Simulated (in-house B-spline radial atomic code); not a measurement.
A fraction x of an electron is removed from 2p in Ne, starting from [He] 2s2 2p6 and keeping the highest spin. Level of theory: non-relativistic LDA exchange-only, spin-polarised, spherical fractional occupations, point nucleus; calculated with a radial B-spline atomic code at the basis-set limit.

```
   x  E(x) - E(0) (eV)  2p down level (eV)
   0            0.0000             -12.056
0.12            1.5605             -13.962
0.17            2.2789             -14.774
0.27            3.8385             -16.425
0.38            5.7472             -18.285
 0.5            8.0657             -20.364
 0.6           10.1903             -22.134
0.74           13.4657             -24.667
0.79           14.7220             -25.587
   1           20.5076             -29.535
```

The exact functional would give a straight line between the two integer points. Deviations E(x) - E(0) - x[E(1) - E(0)], in eV: -0.9 at x = 0.12, -1.207 at x = 0.17, -1.699 at x = 0.27, -2.046 at x = 0.38, -2.188 at x = 0.5, -2.114 at x = 0.6, -1.71 at x = 0.74, -1.479 at x = 0.79.

The curve lies below the straight line by up to 2.188 eV (at x = 0.5): convex, the delocalisation error that favours fractional charges.

Problem. How well does Slater's transition state (minus the level at half occupation) give the ionisation energy?

Solution. It gives 20.364 eV against 20.508 eV from the two total energies; NIST lists 21.56 eV, ground level to ground level.
